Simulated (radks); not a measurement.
Q: These are the eigenvalues of the occupied orbitals of an atom or ion with whole-number occupations (hartree). Calculated with a radial shooting solver on a logarithmic mesh with Libxc functionals: Dirac Kohn-Sham, PBE, spin-unpolarised, spherical densities, finite nucleus; Fermi nuclear charge, rms radius of each element as measured or else 0.836 A^(1/3) + 0.57 fm.

1s1/2: -111.9044
2s1/2: -24.96717

Which element is it, and in what charge state? The configuration may be excited. Open shells, if any, are shared by 2j + 1.

A: Z = 16, sulfur, charge +13: S13+ in [He] 2s1. The 1s level, -111.9 hartree, gives Z - s = 15.0 by -(Z - s)^2/2, which with screening and relativity narrows Z to a few neighbours, and the depths must fix Z and the occupations together.
